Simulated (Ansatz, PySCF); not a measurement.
Gas-phase reaction in SMILES: C=C(C)CCC + 6 [H][H] (H2) -> 6 C (CH4)
Each molecule is optimised on its own at B3LYP-D3(BJ)/def2-TZVP (Ansatz, an electronic-structure program), one conformer each, not searched for the lowest. Frequencies are from Ansatz or PySCF.

Quantity: energy of full hydrogenation (enthalpy at 298 K, with B3LYP-D3(BJ) rigid-rotor harmonic-oscillator terms), in eV. Cores are frozen in the correlated levels unless marked. Spin-orbit coupling is left out. Non-relativistic unless marked X2C. Basis-set limits of correlation are two-point, X^-3; Hartree-Fock from the larger set.

```csv
level,program,energy of full hydrogenation (eV)
SCS-MP2/6-31G,Ansatz,-4.00
CCSD/aug-cc-pVTZ,Ansatz,?
X2C-CCSD(T)/cc-pVTZ-DK,Ansatz,-4.13
"CCSD(T)/CBS(cc-pVTZ,cc-pVQZ)",Ansatz,-4.08
```

Question: Fill in the missing entries.

Answer: 
- CCSD/aug-cc-pVTZ, energy of full hydrogenation (eV): -4.31
